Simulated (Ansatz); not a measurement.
Li4Al2. Charge 0, multiplicity 3. Geometry r2SCAN-D4/def2-TZVP, that of the neutral singlet; atoms count from 1.

```xyz
6

Al    0.133    0.319   -0.736
Al   -0.741   -1.783    0.256
Li   -2.141    0.578    0.482
Li    1.725   -1.921   -0.584
Li    0.678   -0.115    1.882
Li    0.347    2.921   -1.301
```

At PBE0-D4/def2-TZVP a singlet of charge 0 lies 0.56 eV below the triplet at the same geometry. The structure comes from a short search, and lower isomers may exist.

Question: Estimate the Mulliken populations from the PBE0/def2-TZVP orbitals of Ansatz.

Answer: 
```csv
atom,charge (e),spin (α − β)
Al1,-1.07,0.43
Al2,-0.60,0.95
Li3,0.45,0.16
Li4,0.47,0.07
Li5,0.41,-0.09
Li6,0.34,0.48
```
Mulliken values and Mayer orders depend strongly on the basis.

Question: Where does the spin sit?

Answer: Summed by element: Al 1.38, Li 0.62, of 2 unpaired in all. Largest on single atoms: Al2 0.95, Li6 0.48, Al1 0.43.

Question: And the Mayer bond orders between bonded heavy atoms (over 0.3)?

Answer: Al1–Al2 1.44 (2.48 Å); Al1–Li3 0.35 (2.59 Å); Al1–Li4 0.34 (2.75 Å); Al1–Li5 0.41 (2.71 Å); Al1–Li6 0.59 (2.67 Å); Al2–Li3 0.32 (2.75 Å); Al2–Li4 0.39 (2.61 Å); Al2–Li5 0.40 (2.73 Å).
